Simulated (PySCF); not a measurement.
A scan of TlH⁺ with bad points

M06-2X; Tl def2-SVPD with ECP60, H def2-SVPD; scalar-relativistic core potentials (PySCF 2.14); doublet, unpaired electrons σ ↑ requested.

```json
{"R (Å)": "2.304", "E (eV)": "0.051", "⟨S²⟩": "0.76", "⟨Lz²⟩": "0.00", "μ (D)": "0.79"}
{"R (Å)": "2.411", "E (eV)": "0.031", "⟨S²⟩": "0.76", "⟨Lz²⟩": "0.00", "μ (D)": "0.80"}
{"R (Å)": "2.518", "E (eV)": "0.016", "⟨S²⟩": "0.75", "⟨Lz²⟩": "0.00", "μ (D)": "0.78"}
{"R (Å)": "2.599", "E (eV)": "0.008", "⟨S²⟩": "0.75", "⟨Lz²⟩": "0.00", "μ (D)": "0.75"}
{"R (Å)": "2.679", "E (eV)": "0.003", "⟨S²⟩": "0.75", "⟨Lz²⟩": "0.00", "μ (D)": "0.72"}
{"R (Å)": "2.759", "E (eV)": "0.000", "⟨S²⟩": "0.75", "⟨Lz²⟩": "0.00", "μ (D)": "0.68"}
{"R (Å)": "2.866", "E (eV)": "0.000", "⟨S²⟩": "0.75", "⟨Lz²⟩": "0.00", "μ (D)": "0.63"}
{"R (Å)": "3.001", "E (eV)": "0.003", "⟨S²⟩": "0.75", "⟨Lz²⟩": "0.00", "μ (D)": "0.57"}
{"R (Å)": "3.161", "E (eV)": "7.459", "⟨S²⟩": "1.31", "⟨Lz²⟩": "0.00", "μ (D)": "-1.44"}
{"R (Å)": "3.376", "E (eV)": "0.018", "⟨S²⟩": "0.75", "⟨Lz²⟩": "0.00", "μ (D)": "0.41"}
```

The run flagged 3.161 Å: there the SCF missed its convergence threshold, so the fit leaves that out.
